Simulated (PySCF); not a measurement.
C6H14Cl2Si.
Cartesian coordinates in Å at the GFN2-xTB level; atoms count from 1:
```xyz
23
C6H14Cl2Si angstrom
C     -1.8859    1.1339   -1.2868
C     -0.7260    0.1657   -1.5079
Si     0.0139   -0.5004    0.1217
C      0.6947    0.8753    1.2580
C      1.8033    1.6978    0.6045
C      1.4069   -1.7537   -0.3038
Cl     2.1913   -2.2947    1.2063
C     -1.3128   -1.4973    1.0904
Cl    -2.0426   -2.7118    0.0036
H     -2.2765    1.4878   -2.2387
H     -2.6934    0.6436   -0.7503
H     -1.5661    1.9971   -0.7089
H     -1.0783   -0.6681   -2.1165
H      0.0492    0.6665   -2.0897
H     -0.1150    1.5439    1.5546
H      1.0826    0.4332    2.1769
H      2.1601    2.4685    1.2848
H      2.6451    1.0628    0.3424
H      1.4446    2.1814   -0.3007
H      1.0286   -2.6484   -0.7921
H      2.1912   -1.3284   -0.9245
H     -2.1287   -0.8807    1.4584
H     -0.8911   -2.0467    1.9285
```

Computed at PBE0/pcSseg-1 (PySCF, non-relativistic), with Q(35Cl) = −0.0817 b: Cl7, 35Cl (I = 3/2): χzz = -76.10 MHz, η = 0.018.

Problem. Find the zero-field quadrupole resonance frequencies of 35Cl at Cl7.

Solution. From ν = (|χ|/2)√(1 + η²/3): ν = 38.05 MHz (alkyl chlorine). For 37Cl the ratio of quadrupole moments, 0.7881, gives 29.99 MHz.

Problem. Apply the simplest Townes–Dailey estimate (no s hybridisation, no π bonding), ionic character = 1 − χzz/χ0, where χ0 is the coupling for one missing p electron along the bond: −109.74 MHz for 35Cl.

Solution. Cl7 on C6: 1 − (-76.10)/(-109.74) = 0.31. In this model a purely covalent bond gives χ0 and a free halide ion gives zero; s hybridisation or π bonding, where present, is counted here as ionic character.

In a crystal, neighbours and librations shift these lines. Isolated species at its GFN2-xTB geometry (one conformer only). GFN2-xTB bond lengths can be off by several hundredths of an ångström, more for odd bonds, and the gradients follow them. With a basis this small, the couplings can be 20 % off.

The run behind these numbers computed NMR shieldings as well. Time: 70 s (with the writing of density and orbital grids); peak memory 1.1 GiB. Hardware: Arm Neoverse V1, one thread, no GPU, shared host with 64 logical CPUs at a one-minute load of 20.
